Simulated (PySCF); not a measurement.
Unrelated species, one level of theory. Theory: PySCF 2.14.0, density-fitted response routines, TDDFT wB97X-D/def2-SVPD, vertical, gas phase, core orbitals frozen in the response. Geometries: PBE0-D3(BJ)/def2-SVP; one conformer of each isolated species. Triplets are in the Tamm–Dancoff approximation. Relativistic effects are left out although some hold elements past zinc.

Question: Rank by computed S1–T1 gap, highest first.
A. `C=CC[C@H]1CC[O+]([GaH3-])C1`
B. `C=C/C=C\CO[SiH3]`
C. `[SiH3][GeH2][GeH2][SH]`
D. `CO/C=C\[C@@H]1C[SiH2]1`
E. `C=C/C=C(\C)O[SiH3]`
F. `C=C[C@@H]1CO[SiH2]C1`

Answer: F (2.67 eV), B (2.43 eV), E (2.29 eV), A (2.03 eV), D (1.62 eV), C (0.47 eV).

```json
{"SMILES": "C=C[C@@H]1CO[SiH2]C1", "S1−T1 (eV)": "2.67", "S1 (eV)": "7.15", "T1 (eV)": "4.48", "S1 mainly": "H-1→L+2 (34%)", "T1 mainly": "H→L (72%)", "f(S1)": "0.006"}
{"SMILES": "C=C/C=C\\CO[SiH3]", "S1−T1 (eV)": "2.43", "S1 (eV)": "5.54", "T1 (eV)": "3.11", "S1 mainly": "H→L (97%)", "T1 mainly": "H→L (93%)", "f(S1)": "0.691"}
{"SMILES": "C=C/C=C(\\C)O[SiH3]", "S1−T1 (eV)": "2.29", "S1 (eV)": "5.43", "T1 (eV)": "3.14", "S1 mainly": "H→L (97%)", "T1 mainly": "H→L (94%)", "f(S1)": "0.723"}
{"SMILES": "C=CC[C@H]1CC[O+]([GaH3-])C1", "S1−T1 (eV)": "2.03", "S1 (eV)": "6.49", "T1 (eV)": "4.46", "S1 mainly": "H→L+2 (48%)", "T1 mainly": "H-2→L (47%)", "f(S1)": "0.003"}
{"SMILES": "CO/C=C\\[C@@H]1C[SiH2]1", "S1−T1 (eV)": "1.62", "S1 (eV)": "5.46", "T1 (eV)": "3.84", "S1 mainly": "H→L (89%)", "T1 mainly": "H→L (51%)", "f(S1)": "0.353"}
{"SMILES": "[SiH3][GeH2][GeH2][SH]", "S1−T1 (eV)": "0.47", "S1 (eV)": "5.40", "T1 (eV)": "4.94", "S1 mainly": "H→L (82%)", "T1 mainly": "H→L (86%)", "f(S1)": "0.090"}
```

H and L stand for HOMO and LUMO. For `C=C[C@@H]1CO[SiH2]C1` and `C=CC[C@H]1CC[O+]([GaH3-])C1` the leading configurations of S1 and T1 differ. Singlets come from full response and triplets from the Tamm–Dancoff approximation.
